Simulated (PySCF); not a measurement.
TiI3, SMILES [I][Ti+]([I])[I], charge +1, multiplicity 1.

The structure is a stationary point at r2SCAN-D4/def2-SVP. The spin state was assumed, not searched. The isomer is the one that the SMILES or the coordinates give; other isomers of the formula were not compared. The def2 effective core potentials stand for the cores of I; spin–orbit coupling is left out.

The numbers are results of r2SCAN-D4/def2-SVP in PySCF, not measurements.

Frequencies are harmonic and unscaled.

Modes within 1.5 cm⁻¹ of each other (mostly degenerate sets) share a row, with their intensities summed.

Question: Estimate the vibrational spectrum. (Estimate from the structure and the level; the computed values follow.)

Answer: 
| mode | ν (cm⁻¹) | IR (km/mol) | Raman (Å⁴/amu) | depolarisation | moving atoms (share of kinetic energy) |
|---|---|---|---|---|---|
| 1–2 | 65 | 0.0 | 11.6 | 0.75 | I 93 % |
| 3 | 71 | 3.3 | 4.1 | 0.22 | I 62 %, Ti 38 % |
| 4 | 242 | 8.2 | 18.3 | 0.04 | Ti 51 %, I 49 % |
| 5–6 | 365 | 137.5 | 6.3 | 0.75 | Ti 80 %, I 20 % |
